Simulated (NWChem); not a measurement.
System: SiH₂Cl₂; SMILES Cl[SiH2]Cl

Computed with NWChem. Pople sets run with spherical d functions. Coordinates come from a PBE0/def2-SVP optimisation.

**Question.** What does the run give for OLYP/6-31G*? Quantities: highest occupied level (eV); orbital gap (eV); dipole (D).

**Answer.** 
- highest occupied level (eV): -7.64
- orbital gap (eV): 6.85
- dipole (D): 1.54
